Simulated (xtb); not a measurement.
A geometry relaxed with GFN2-xTB (xtb), charge -1, multiplicity 1:

```xyz
6

H     -1.2375    -0.2656    -1.3603
H     -1.7901    -0.2965     0.3998
H      2.2198     0.6977     0.7095
C     -0.9640    -0.1847    -0.3061
C      1.4877    -0.0740     0.4660
C      0.2960     0.0503     0.0936
```

Problem. Write the SMILES of this molecule.

Solution. `[CH-]=C=C`
